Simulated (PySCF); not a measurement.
Calculation: ωB97X-D3(BJ)/def2-TZVP // PBE0-D3(BJ)/def2-TZVP run with PySCF. Gas-phase values, no solvent. One relaxed conformer stands for a flexible species; it need not be the lowest. Delta-SCF ions had no search for a lower state. Excitations are Tamm–Dancoff values on a coarser integration grid. The basis has no diffuse functions, so Rydberg states are missing or too high.

Reference species (SMILES): `[C-]#[N+][SiH]=C` (neutral, multiplicity 1).

vertical ionisation energy (Delta-SCF): 9.09 eV
brightest of the four lowest singlets (TDA): 5.49 eV
S1 excitation (TDA): 5.49 eV

After one change: the vertical ionisation energy (Delta-SCF) falls by 1.56 eV; the brightest of the four lowest singlets (TDA) is nearly the same; the S1 excitation (TDA) stays essentially unchanged.

**Question.** Name the change that produced these shifts. The new species is one of these.
A. `C=[SiH]F`
B. `C=[SiH][GeH3]`
C. `C=[SiH]C=S` (C–Si–C–S torsion 0°)
D. `C=[SiH]N(C)C` (C–Si–N–C torsion 180°)

**Answer.** D, `C=[SiH]N(C)C` (C–Si–N–C torsion 180°)
